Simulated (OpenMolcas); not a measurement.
Re5+: moving or changing the point charges

Re5+ among 4 point charges of -1.5 e arranged as a square (D4h), 1.99 Å from the ion.
```
   1.9900    0.0000    0.0000  -1.50
   0.0000    1.9900    0.0000  -1.50
  -1.9900    0.0000    0.0000  -1.50
   0.0000   -1.9900    0.0000  -1.50
```

* Program: OpenMolcas
* Method: CASSCF
* Basis: ANO-RCC-VDZP [7s6p4d2f1g]
* Scalar Hamiltonian: DKH2, point nucleus
* Active space: 2 electrons in 5 orbitals (5d)
* State averaging: 2S+1 = 3 even, 10 roots; 2S+1 = 1 even, 15 roots
* Spin-orbit coupling: state interaction with AMFI integrals over the reference wave functions

Runs around this geometry, states (labels of D4, the rotations of D4h). Energies in cm-1 above the lowest state or level, χT in cm3 K/mol.

| R (Å) | q (e) | Ground state | First state of that spin | First gap with spin-orbit (degeneracies) | χT at 300 K | First state of another spin |
| --- | --- | --- | --- | --- | --- | --- |
| 1.99 | -0.75 | 3A2 | 3E 934.5 | 1551 (1, 2) | 0.074 | 1B2 10956 |
| 1.9 | -1.5 | 3E | 3A2 830.1 | 3443 (1, 2) | 0.022 | 1A1 9119 |
| 1.99 | -1.5 | 3E | 3A2 350.0 | 3103 (1, 2) | 0.027 | 1A1 9748 |
| 2.21 | -1.5 | 3A2 | 3E 285.7 | 2330 (1, 2) | 0.043 | 1B2 10785 |

The ground state changes within this set.

Without dynamic correlation the repulsion within the d shell is too large (B by tens of per cent), so at a given field states of lower spin stand too high. Spin-orbit coupling mixes the spin-free states strongly: the lowest level takes only 52 % from its leading state, 3E, which lies 935 cm-1 above the lowest spin-free state (figures for R = 1.99, q = -0.75; the like holds for R = 1.9, q = -1.5, R = 1.99, q = -1.5, R = 2.21, q = -1.5). An orbital doublet at a regular site is open to a Jahn-Teller distortion, which this geometry leaves out (holds for R = 1.9, q = -1.5; R = 1.99, q = -1.5). This is an electrostatic model: the charges have no orbitals. No measured value stands beside these numbers.
